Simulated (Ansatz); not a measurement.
Start from `N[SiH]1SS1` and change one atom or group to get `N[Si]1(F)SS1`.

Ansatz, PBE0-D4/def2-TZVP geometries, multiplicity 1. Each molecule was computed in one conformer, which needn't be the lowest.

```json
{"property": "size of the dipole moment (PBE/def2-TZVPP) / D", "`N[SiH]1SS1`": "3.39"}
{"property": "LUMO energy (B3LYP/def2-TZVPP) / eV", "`N[SiH]1SS1`": "-1.71"}
{"property": "HOMO–LUMO gap (PBE0/def2-TZVPP) / eV", "`N[SiH]1SS1`": "4.66"}
{"property": "LUMO energy (PBE/def2-TZVPP) / eV", "`N[SiH]1SS1`": "-2.45"}
{"property": "HOMO energy (PBE0/def2-TZVPP) / eV", "`N[SiH]1SS1`": "-6.15"}
{"property": "HOMO energy (B3LYP/def2-TZVPP) / eV", "`N[SiH]1SS1`": "-5.90"}
```

(1) Give the same properties after the change, and the shifts. (Estimate.)

## Answers

(1) Computed: 
| property | `N[Si]1(F)SS1` | shift |
| --- | --- | --- |
| size of the dipole moment (PBE/def2-TZVPP) / D | 3.13 | -0.26 |
| LUMO energy (B3LYP/def2-TZVPP) / eV | -2.11 | -0.40 |
| HOMO–LUMO gap (PBE0/def2-TZVPP) / eV | 4.52 | -0.14 |
| LUMO energy (PBE/def2-TZVPP) / eV | -2.82 | -0.37 |
| HOMO energy (PBE0/def2-TZVPP) / eV | -6.42 | -0.27 |
| HOMO energy (B3LYP/def2-TZVPP) / eV | -6.17 | -0.27 |

With PBE0 the HOMO falls by 0.27 eV and the LUMO falls by 0.40 eV, so the gap narrows by about 0.13 eV. PBE moves the HOMO by -0.24 eV and ωB97M-V by -0.27 eV. Dipoles are sizes alone; their direction can turn.

B3LYP here is the variant with VWN-RPA as its local correlation; programs differ in this.
